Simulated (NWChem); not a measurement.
System: CH₃Cl₂ISi; SMILES C[Si](Cl)(Cl)I

All runs: NWChem. The level has its own optimisation.

Problem. Estimate the computed values for Hartree-Fock/STO-3G (all-electron, non-relativistic). Quantities: r C–Si (Å); r C–H (Å); r Cl–Si (Å); r I–Si (Å); dipole (D).

Solution. 
```yaml
r C–Si (Å): 1.859
r C–H (Å): 1.083
r Cl–Si (Å): 2.088
r I–Si (Å): 2.436
dipole (D): 3.06
```
